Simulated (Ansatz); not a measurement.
Two members of one family (Series BH2X), computed with Ansatz in the gas phase. The two geometries come from different levels. Binding counts from free atoms in the multiplicity of their measured ground term, without zero-point energy. A dash marks a value that wasn't run or was left out as unsound. The structures are stationary points that may keep the symmetry of their start.

First: BH2Br (singlet, charge 0, r2SCAN-D4/def2-TZVP geometry).

| atom | x (Å) | y (Å) | z (Å) |
| --- | --- | --- | --- |
| B1 | -0.0470 | 0.1706 | -0.0875 |
| H2 | -0.3742 | 0.1346 | -1.2292 |
| H3 | 0.0186 | 1.1627 | 0.5629 |
| Br4 | 0.4026 | -1.4679 | 0.7538 |

| level | HOMO (eV) | LUMO (eV) | gap (eV) | vertical IE (eV) | vertical triplet (eV) | binding per atom (eV) |
| --- | --- | --- | --- | --- | --- | --- |
| PBE-D4/def2-SVP | -6.80 | -2.88 | 3.92 | – | – | 3.13 |
| PBE-D4/def2-TZVP | -6.95 | -2.99 | 3.96 | 10.57 | 3.94 | 3.11 |
| r2SCAN-D4/def2-TZVP | -7.24 | -2.63 | 4.60 | 10.70 | 4.00 | 3.11 |
| r2SCAN-D4/def2-TZVPD | -7.24 | -2.64 | 4.60 | – | – | 3.11 |
| PBE0-D4/def2-TZVP | -8.22 | -2.01 | 6.21 | 10.77 | 4.19 | 3.09 |

Second: BH2Cl (singlet, charge 0, PBE0-D4/def2-TZVP geometry).

```xyz
4

B     0.0219   -0.0100   -0.1503
H     0.0327   -1.0898   -0.6497
H     0.1722    1.0009   -0.7610
Cl   -0.2268    0.0988    1.5611
```

Estimate how these quantities change from the first to the second (second minus first).


```
               level  Δ HOMO (eV)  Δ LUMO (eV)  Δ gap (eV)  Δ vertical IE (eV)  Δ vertical triplet (eV)  Δ binding per atom (eV)
     PBE-D4/def2-SVP        -0.30         0.23        0.52                   –                        –                     0.17
    PBE-D4/def2-TZVP        -0.32         0.16        0.47                0.49                     0.30                     0.17
 r2SCAN-D4/def2-TZVP        -0.33         0.19        0.52                0.49                     0.30                     0.16
r2SCAN-D4/def2-TZVPD        -0.34         0.17        0.51                   –                        –                     0.16
   PBE0-D4/def2-TZVP        -0.42         0.20        0.62                0.55                     0.33                     0.17
```
